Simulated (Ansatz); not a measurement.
CH4BF (SMILES CBF) moved off its minimum; all values from Ansatz (an electronic-structure program), cores frozen in correlated methods.
(charge 0, multiplicity 1)
```xyz
7

B     -0.2163    -0.4490     0.0918
H     -0.9032    -1.4529     0.5190
F      1.0278    -0.3836     0.7738
C     -0.6798     0.6829    -0.7528
H     -1.5851     1.1049    -0.5506
H     -1.0850     0.2619    -1.7639
H      0.0528     1.5038    -0.7922
```

Forces at HF/def2-TZVPP (eV/Å):

| atom | Fx | Fy | Fz |
|---|---|---|---|
| B1 | 1.816 | -2.612 | 4.663 |
| H2 | 1.005 | 1.391 | -1.139 |
| F3 | -2.755 | -0.069 | -2.038 |
| C4 | 0.853 | 0.170 | -3.777 |
| H5 | -2.425 | 1.053 | 1.818 |
| H6 | 1.849 | 0.708 | 1.209 |
| H7 | -0.343 | -0.641 | -0.736 |

### Question
Give the forces (eV/Å), the total energy and the dipole at CCSD(T)/cc-pVTZ.

### Answer

```json
[
 {"atom": "B1", "Fx": "1.460", "Fy": "-2.425", "Fz": "4.144"},
 {"atom": "H2", "Fx": "0.890", "Fy": "1.237", "Fz": "-1.031"},
 {"atom": "F3", "Fx": "-2.264", "Fy": "-0.053", "Fz": "-1.719"},
 {"atom": "C4", "Fx": "1.156", "Fy": "-0.114", "Fz": "-3.411"},
 {"atom": "H5", "Fx": "-2.667", "Fy": "1.149", "Fz": "1.701"},
 {"atom": "H6", "Fx": "1.590", "Fy": "0.606", "Fz": "1.000"},
 {"atom": "H7", "Fx": "-0.165", "Fy": "-0.401", "Fz": "-0.684"}
]
```
Energy -164.9889 hartree, dipole 2.06 D.
